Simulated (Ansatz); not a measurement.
Geometry optimisation, UKS PBE0-D4/STO-3G (Ansatz 0.2.0).

input.yaml

```yaml
crystal:
  periodic: [false, false, false]
  atoms:
    - { symbol: "N", position_ang: [-0.9776, -1.5634, -0.3847] }
    - { symbol: Si, position_ang: [0.328, -0.5565, 0.0487] }
    - { symbol: C, position_ang: [0.8192, -0.7625, 1.8265] }
    - { symbol: O, position_ang: [1.541, 0.152, 2.3835] }
    - { symbol: C, position_ang: [-0.0564, 1.256, -0.3488] }
    - { symbol: O, position_ang: [-0.7473, 1.5234, -1.5705] }
    - { symbol: H, position_ang: [-1.475, -1.0082, -1.1418] }
    - { symbol: H, position_ang: [-0.6452, -2.3533, -0.8427] }
    - { symbol: H, position_ang: [1.3934, -1.0141, -0.8331] }
    - { symbol: H, position_ang: [2.08492, 0.58833, 3.08626] }
    - { symbol: H, position_ang: [-0.6955, 1.6625, 0.494] }
    - { symbol: H, position_ang: [0.8959, 1.8401, -0.3333] }
    - { symbol: H, position_ang: [-0.9397, 2.4958, -1.6416] }
magnetization:
  spin_polarized: true
basis:
  gaussian: { orbitals: STO-3G }
hamiltonian:
  xc: pbe0
  dispersion: d4
relax:
  f_tol: 0.02
  max_steps: 50
output:
  orbitals: {}
```

Command:

```bash
$ ansatz run input.yaml --threads 1 --pin off --max-ram 2048MiB --backend cpu --events-out ev --progress --plain --runs-dir out
```

Problem. Where does it end, and by what steps?

Solution. The forces met the threshold. Limits of this set-up: minimal basis. After 16 steps the energy has fallen by 2.495 eV; H10 moved furthest, 0.61 Å.

| step | energy less start (eV) | largest force component (eV/Å) | accepted |
| --- | --- | --- | --- |
| 0 | 0.0000 | 4.273 | yes |
| 1 | -1.0670 | 3.536 | yes |
| 2 | -1.9198 | 2.529 | yes |
| 3 | -2.2116 | 2.192 | yes |
| 4 | -2.4290 | 1.604 | yes |
| 5 | -2.4335 | 0.765 | yes |
| 6 | -2.4750 | 0.234 | yes |
| 7 | -2.4780 | 0.304 | yes |
| 8 | -2.4849 | 0.431 | yes |
| 9 | -2.4895 | 0.356 | yes |
| 10 | -2.4795 | 0.683 | no |
| 11 | -2.4937 | 0.070 | yes |
| 12 | -2.4865 | 0.396 | no |
| 13 | -2.4947 | 0.034 | yes |
| 14 | -2.4950 | 0.094 | yes |
| 15 | -2.4951 | 0.055 | yes |
| 16 | -2.4953 | 0.018 | yes |

```xyz
13
Properties=species:S:1:pos:R:3
N -1.032 -1.386 -0.222
Si 0.469 -0.444 -0.075
C 1.222 -0.888 1.663
O 1.368 0.303 2.310
C -0.029 1.359 -0.362
O -0.650 1.437 -1.686
H -1.485 -1.137 -1.135
H -0.795 -2.401 -0.332
H 1.478 -0.795 -1.064
H 1.767 0.087 3.230
H -0.726 1.685 0.436
H 0.860 2.019 -0.286
H -0.923 2.420 -1.735
```

Whether the end is a true minimum wasn't checked by a vibrational analysis.

Run time: 2.6 min on 1 thread of Arm Neoverse N1 (shared host), peak memory 0.18 GiB.
